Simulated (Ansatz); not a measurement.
```yaml
crystal:
  periodic: [false, false, false]
  atoms:
    - {symbol: B, position_ang: [-1.299125, 0.615417, -0.531620]}
    - {symbol: C, position_ang: [-0.201679, -0.440320, -0.220301]}
    - {symbol: C, position_ang: [0.824616, -0.037812, 0.787514]}
    - {symbol: N, position_ang: [2.079204, -0.021752, 0.646961]}
    - {symbol: H, position_ang: [-1.901598, 0.573751, -1.563423]}
    - {symbol: H, position_ang: [-1.596741, 1.434943, 0.288129]}
    - {symbol: H, position_ang: [0.248542, -0.898794, -1.105484]}
    - {symbol: H, position_ang: [-0.840640, -1.225855, 0.235265]}
    - {symbol: H, position_ang: [0.425752, 0.308175, 1.747162]}
    - {symbol: H, position_ang: [2.344570, -0.358951, -0.281203]}
basis:
  gaussian: {orbitals: cc-pVDZ}
total_charge: 1
magnetization: {spin_polarized: true, initial_magnetization: 1}
hamiltonian: {xc: {name: revPBE0}}
scf: {lower_state_search: light}
```

```sh
$ ansatz run in.yaml --threads 2 --pin off --events-out ev --progress --plain --max-ram 4352MiB
```

Shortened log:

```
Functional definition: revPBE0
1078 factors; their error is unknown
mean field evaluation 1: about -4312.2659 eV, gradient 4.8e1 eV
mean field evaluation 2: about -4232.8219 eV, gradient 9.7e1 eV
mean field evaluation 4: about -4324.0998 eV, gradient 8.1e0 eV
mean field evaluation 8: about -4325.5485 eV, gradient 2.3e0 eV
mean field evaluation 16: about -4325.5672 eV, gradient 2.7e-2 eV
mean field -4325.56728335 eV, -158.9616656881 hartree, gradient 2.3e-5 eV, S^2 0.760728; 2 other end points of the search recorded, 0 dependent functions left out
reference -4325.56731221 eV, -158.9616667488 hartree; 15, 14 occupied and 71, 72 virtual orbitals, 1078 factors
Total energy: -4325.56731221 eV, -158.9616667488 hartree
```

It took 3 s on 2 threads of an Arm Neoverse V1 on a shared host, with 0.19 GiB of host memory at the peak.
